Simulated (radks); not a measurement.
Q: The lead ion Pb5+ is in [Xe] 4f14 5d9. Calculated with a radial shooting solver on a logarithmic mesh with Libxc functionals: non-relativistic Kohn-Sham, PBE, spin-polarised, spherical densities, point nucleus. Open shells are filled with parallel spins first. One electron is removed from 5s, 5d, 5p, 4f in turn, with full relaxation. Which removal costs least, and what does each cost?

A: 5d 87.559 eV; 5p 145.69 eV; 5s 180.88 eV; 4f 226.61 eV. The 5d electron leaves first.
